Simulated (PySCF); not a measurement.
Species: C6H4F2.
SMILES with atom numbers: `[CH:1]#[C:2][C:3]1=[CH:4][C@H:5]1[CH:6]([F:7])[F:8]` (hydrogens: H9 on C1; H10 on C4; H11 on C5; H12 on C6)

Level: B3LYP/def2-SVPD in PySCF, non-relativistic, on one gas-phase PBE0-D3(BJ)/def2-SVP geometry that isn't relaxed in the solvent. The solvent is an IEF-PCM continuum (cavity from Bondi-type radii × 1.2), and excitations are vertical TDDFT with non-equilibrium linear response and a frozen core. Specific hydrogen bonds and non-electrostatic terms are outside this model.

Gas-phase singlets (H = HOMO, L = LUMO):

```
state  E (eV)  λ (nm)      f  leading configurations
   S1   4.665     266  0.001               H-1→L 97%
   S2   5.026     247  0.164    H→L 85%, H-1→L+1 10%
   S3   5.850     212  0.001               H→L+1 96%
   S4   6.319     196  0.004    H-3→L 54%, H-2→L 40%
   S5   6.398     194  0.007    H-3→L 44%, H-2→L 43%
```

Task: How does the list change in dimethylsulfoxide (ε = 46.83)?

Result: 
| state | E (eV) | λ (nm) | f | leading configurations | change by rank (eV) |
| --- | --- | --- | --- | --- | --- |
| S1 | 4.764 | 260 | 0.003 | H-1→L 97% | +0.099 |
| S2 | 4.981 | 249 | 0.233 | H→L 88% | -0.045 |
| S3 | 5.825 | 213 | 0.001 | H→L+1 97% | -0.025 |
| S4 | 6.387 | 194 | 0.004 | H-3→L 83%, H-2→L 14% | +0.068 |
| S5 | 6.494 | 191 | 0.024 | H-2→L 64%, H-1→L+1 17% | +0.096 |

Task: How does the list change in water (ε = 78.36)?

Result: 
```csv
state,E (eV),λ (nm),f,leading configurations,change by rank (eV)
S1,4.767,260,0.002,H-1→L 97%,+0.102
S2,5.005,248,0.216,"H→L 87%, H-1→L+1 8%",-0.021
S3,5.826,213,0.001,H→L+1 97%,-0.024
S4,6.390,194,0.004,"H-3→L 83%, H-2→L 14%",+0.071
S5,6.499,191,0.022,"H-2→L 65%, H-1→L+1 16%",+0.101
```

Task: The ground-state energy changes by -0.238 eV from gas to water. By how much does the total energy of gas-phase S1 change?

Result: E(S1) = E(S0) + excitation energy, so it changes by -0.238 + 0.102 = -0.136 eV: it is lowered less than the ground state, which is what a blue shift means. This is the vertical state, with the slow part of the continuum still set for S0.

Task: How do the frontier levels move from gas to water?

Result: 
```tsv
orbital	gas (eV)	solvent (eV)	change (eV)
LUMO+2	0.60	0.71	+0.11
LUMO+1	-0.11	0.05	+0.16
LUMO	-1.93	-1.69	+0.24
HOMO	-7.32	-7.14	+0.18
HOMO-1	-8.01	-7.88	+0.13
HOMO-2	-9.31	-9.23	+0.08
HOMO-3	-9.62	-9.45	+0.17
```

The HOMO–LUMO gap goes from 5.40 to 5.45 eV. Rows go by rank; for LUMO+2 the atom shares or the degeneracy differ between the runs, so the row needn't follow one orbital.

Shape of the structure used: `[CH:1]#[C:2][C:3]1=[CH:4][C@H:5]1[CH:6]([F:7])[F:8]`: C4–C5–C6–F7 151°.
